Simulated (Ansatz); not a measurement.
One change: `CNCO` becomes `OBNCO`.

Ansatz, PBE0-D4/def2-TZVP geometries, multiplicity 1. Each molecule was computed in one conformer, which needn't be the lowest.

```
                                          property  `CNCO`
             LUMO energy (ωB97M-V/def2-TZVPP) / eV    2.64
size of the dipole moment (ωB97M-V/def2-TZVPP) / D    1.64
                 LUMO energy (PBE/def2-TZVPP) / eV    0.39
                LUMO energy (PBE0/def2-TZVPP) / eV    1.21
                HOMO energy (PBE0/def2-TZVPP) / eV   -6.78
             HOMO–LUMO gap (B3LYP/def2-TZVPP) / eV    7.43
```

**Question.** Give the same properties after the change, and the shifts. (An estimate is asked.)

**Answer.** Computed: 
```json
{"property": "LUMO energy (ωB97M-V/def2-TZVPP) / eV", "`OBNCO`": "1.98", "shift": "-0.66"}
{"property": "size of the dipole moment (ωB97M-V/def2-TZVPP) / D", "`OBNCO`": "1.46", "shift": "-0.18"}
{"property": "LUMO energy (PBE/def2-TZVPP) / eV", "`OBNCO`": "-0.18", "shift": "-0.57"}
{"property": "LUMO energy (PBE0/def2-TZVPP) / eV", "`OBNCO`": "0.66", "shift": "-0.55"}
{"property": "HOMO energy (PBE0/def2-TZVPP) / eV", "`OBNCO`": "-7.76", "shift": "-0.98"}
{"property": "HOMO–LUMO gap (B3LYP/def2-TZVPP) / eV", "`OBNCO`": "7.81", "shift": "0.38"}
```

With PBE0 the HOMO falls by 0.98 eV and the LUMO falls by 0.55 eV, so the gap widens by about 0.43 eV. PBE moves the HOMO by -0.93 eV and ωB97M-V by -0.96 eV. Dipoles are sizes alone; their direction can turn.

B3LYP here is the variant with VWN-RPA as its local correlation; programs differ in this.
